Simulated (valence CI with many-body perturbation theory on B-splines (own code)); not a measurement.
Values are calculated unless marked as measured or tabulated.
Basis-set convergence for Cs LI

Method: relativistic CI+MBPT: three valence electrons over a frozen Dirac-Fock core [He], radial functions for each j: 9 s, 9 p, 8 d, 6 f, 3 g, 1 h, with the one-electron correlation potential Σ1, the two-electron term Σ2, the three-electron term Σ3, Breit, model QED; selected CI, second order for the rest, scaled by the run's own slope (own B-spline code, finite nucleus).

The last digits are not significant, and no measured levels were compared; by estimate large intervals hold to a few tenths of a per cent, small ones and those within an open d or f shell to about a per cent.

The reference run has the lowest level (2s^2 2p1/2) J=1/2 and an ionisation energy of 9623.52 eV. Its largest variational space holds 9370 state functions.

Levels are named by their leading jj configuration (3d3/2^4 stands for four electrons in 3d with j = 3/2), which in mixed levels can hold well under half, so a name can repeat and another be missing. Letters in brackets count levels of one name in rising energy.

Changed runs:
A. basis 6 s, 6 p, 5 d, 3 f, 1 g
B. basis 5 s, 5 p, 4 d, 2 f

Excitation energies of the reference run in cm⁻¹, and shifts in cm⁻¹:

```tsv
Level	Reference	A	B
(2s 2p1/2^2) J=1/2	1355270	-153	-221
(2s^2 2p3/2) J=3/2	3132720	-3.0	-45
(2s 2p1/2 2p3/2) J=3/2 [a]	4077910	-244	-594
(2s 2p1/2 2p3/2) J=5/2	4338290	-55	-118
(2s 2p1/2 2p3/2) J=1/2	4750830	-46	+59
(2s 2p1/2 2p3/2) J=3/2 [b]	4750980	+25	+240
(2p1/2^2 2p3/2) J=3/2	6198150	-170	-93
(2s 2p3/2^2) J=5/2	7356750	-128	-303
(2s 2p3/2^2) J=1/2	7964770	-53	+148
(2s 2p3/2^2) J=3/2	7973120	+6.4	+195
(2p1/2 2p3/2^2) J=3/2	9068110	-242	-412
(2p1/2 2p3/2^2) J=5/2	9228820	-60	+72
Ionisation energy (eV)	9623.52	-0.011	-0.06
```
